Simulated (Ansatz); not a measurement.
A run for Ansatz (a program for electronic structure): R-B3LYP-D3(BJ)/def2-TZVP on BH2I (SMILES BI). Elements past Kr take the def2 small-core potentials; no spin–orbit coupling.

Ansatz 0.2 input:
```yaml
crystal:
  periodic: [false, false, false]
  atoms:
    - {symbol: B, position_ang: [-0.12737540, -0.18732509, 0.02801724]}
    - {symbol: H, position_ang: [0.20828816, -0.97409342, 0.81326707]}
    - {symbol: H, position_ang: [-1.09869713, -0.33619570, -0.59574413]}
    - {symbol: I, position_ang: [0.98889050, 1.53109684, -0.27356226]}
basis:
  gaussian:
    orbitals: def2-TZVP
hamiltonian:
  xc: b3lyp
  dispersion: d3bj
relax: {f_tol: 0.003, max_steps: 120}
```

Q: Predict the final total energy.

A: -323.8737 hartree.

Q: How many basis functions does it have, and what does it roughly cost on one machine?

A: 93 functions; roughly 8 core-seconds.
